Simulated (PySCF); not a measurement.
Breaking a bond: SiC, triplet.

Computed with: ROHF/cc-pVTZ (PySCF); UKS-CAM-B3LYP = unrestricted CAM-B3LYP/cc-pVTZ in PySCF; UHF/cc-pVTZ (PySCF).

Magnitude of the dipole moment (D; its direction can reverse along the curve, and a method can change to another solution) and Mulliken charge of the fragment that holds Si1:

```csv
R / Å,μ ROHF,q ROHF,μ UKS-CAM-B3LYP,q UKS-CAM-B3LYP,μ UHF,q UHF
1.26,0.00,0.25,0.62,0.22,0.02,0.24
1.36,0.26,0.22,0.81,0.18,0.18,0.20
1.45,0.53,0.20,1.02,0.16,0.33,0.17
1.55,0.86,0.20,1.27,0.15,0.41,0.15
1.61,1.07,0.21,1.41,0.16,0.41,0.14
1.68,1.31,0.22,1.57,0.18,0.45,0.15
1.71,1.40,0.23,1.63,0.18,0.49,0.16
1.75,1.53,0.24,1.71,0.19,0.56,0.17
1.83,1.74,0.26,1.82,0.21,0.76,0.20
1.89,1.87,0.27,1.88,0.22,0.96,0.23
1.98,1.96,0.27,1.95,0.24,1.32,0.27
2.13,1.84,0.24,2.16,0.26,2.01,0.33
2.30,1.37,0.18,2.53,0.28,2.76,0.37
2.58,0.47,0.07,3.18,0.29,3.16,0.33
2.84,0.01,0.02,3.43,0.28,2.27,0.20
3.06,0.15,0.00,3.15,0.23,1.52,0.12
3.42,0.19,0.00,2.35,0.14,0.80,0.05
3.77,0.16,0.00,1.57,0.08,0.45,0.02
4.18,0.12,0.00,0.85,0.04,0.25,0.01
4.55,0.09,0.00,0.45,0.02,0.16,0.00
5.09,0.06,0.00,0.17,0.00,0.08,0.00
6.05,0.03,0.00,0.04,0.00,0.03,0.00
6.95,0.01,0.00,0.02,0.00,0.02,0.00
```

The unrestricted determinant behind UKS-CAM-B3LYP is spin-contaminated at 1.83 to 6.95 Å (<S²> up to 3.0, against 2.00 for a pure triplet). The unrestricted determinant behind UHF is spin-contaminated at 1.45 to 6.95 Å (<S²> up to 3.1, against 2.00 for a pure triplet).
